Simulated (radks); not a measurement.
Values are calculated unless marked as measured or tabulated.
O2-, 10 electrons, occupied as [Ne].

Code: a radial shooting solver on a logarithmic mesh with Libxc functionals. Model: non-relativistic Kohn-Sham, LB94 model potential, spin-polarised, spherical densities, point nucleus; Watson sphere of charge +2 and radius 1.66 bohr.

Energy parts (hartree; the electron-nucleus part includes the sphere):
| part | energy |
|---|---|
| kinetic | 77.20508 |
| electron-nucleus | -201.87389 |
| Hartree | 48.09010 |
(The LB94 potential has no energy functional, so no total or exchange-correlation energy is given.)

Orbitals (lengths in bohr, moments of r in powers of bohr; <r^-3> diverges for s and p1/2):
[
 {"orbital": "1s", "occ.": "2", "eigenvalue (hartree)": "-19.57503", "<r^-3>": "-"},
 {"orbital": "2s", "occ.": "2", "eigenvalue (hartree)": "-1.05988", "<r^-3>": "-"},
 {"orbital": "2p", "occ.": "6", "eigenvalue (hartree)": "-0.53844", "<r^-3>": "4.473"}
]

The highest occupied level is 2p at -14.652 eV. The density falls to 0.001 e/bohr^3 at r = 3.59 bohr.
